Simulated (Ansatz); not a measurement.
An input meant for Cu(SH)2 (CuH₂S₂) (charge 0, doublet; atoms displaced at random, 0.03 Å in each coordinate).

```yaml
crystal:
  periodic: [false, false, false]
  atoms:
    - {symbol: Cu, position_ang: [0.003613, -0.025547, 0.012044]}
    - {symbol: S, position_ang: [-0.060983, 0.010135, 2.068114]}
    - {symbol: H, position_ang: [1.222343, 0.487435, 2.288520]}
    - {symbol: S, position_ang: [0.067962, -0.019198, -2.134321]}
    - {symbol: H, position_ang: [-1.209700, -0.471186, -2.281103]}
basis:
  gaussian: {orbitals: STO-3G, fitting: {mean_field: def2-universal-jkfit}}
total_charge: 1
magnetization: {spin_polarized: true, initial_magnetization: 8}
hamiltonian: {xc: {name: r2SCAN}, dispersion: d3bj}
scf: {omitted_lower_state_checks: [starts]}
output: {forces: true}
```

```sh
$ ansatz run in.yaml --threads 4 --pin off --events-out ev --progress --plain --max-ram 3916MiB
```

Shortened log:

```
Warning: the engine holds no damping parameters fitted to this dispersion correction and functional, so the run takes those fitted to r2scan beside the three-body term, which d3bj leaves out (hamiltonian.dispersion, under Limitations)
Functional definition: r2SCAN
556 factors; integrals over basis functions are off by at most 1.5e-2 eV
mean field evaluation 1: about -65215.9813 eV, gradient 1.3e2 eV
mean field evaluation 2: about -65384.1479 eV, gradient 6.5e1 eV
mean field evaluation 4: about -65543.7354 eV, gradient 4.2e1 eV
mean field evaluation 8: about -65564.6463 eV, gradient 3.3e1 eV
mean field evaluation 16: about -65577.7249 eV, gradient 9.0e-1 eV
mean field evaluation 32: about -65577.8531 eV, gradient 1.1e-1 eV
mean field -65577.86162598 eV, -2409.9419644838 hartree, gradient 6.8e-6 eV, S^2 20.002322; 0 other end points of the search recorded, 0 dependent functions left out
reference -65577.86163296 eV, -2409.9419647401 hartree; 35, 27 occupied and 3, 11 virtual orbitals, 556 factors
Total energy: -65577.89321698 eV, -2409.9431254316 hartree
Atom 0 at     0.003613    -0.025547     0.012044 Å, force     0.072966    -0.116514    -1.705269 eV/Å
Atom 1 at    -0.060983     0.010135     2.068114 Å, force     0.342878     0.340699     8.603706 eV/Å
Atom 2 at     1.222343     0.487435     2.288520 Å, force    -0.160609    -0.039248     0.799363 eV/Å
Atom 3 at     0.067962    -0.019198    -2.134321 Å, force     0.205761    -0.014055    -6.890265 eV/Å
Atom 4 at    -1.209700    -0.471186    -2.281103 Å, force    -0.460996    -0.170882    -0.807534 eV/Å
Dipole moment:     0.005675     0.016554     0.045489 e Å
Checks for a lower state left out: starts
```

**Question.** Something in this input is off. What?

**Answer.** The spin is set far too high (8 unpaired electrons typed, 1 in the doublet as meant). The run converged. The result belongs to that input, not to the species as meant.
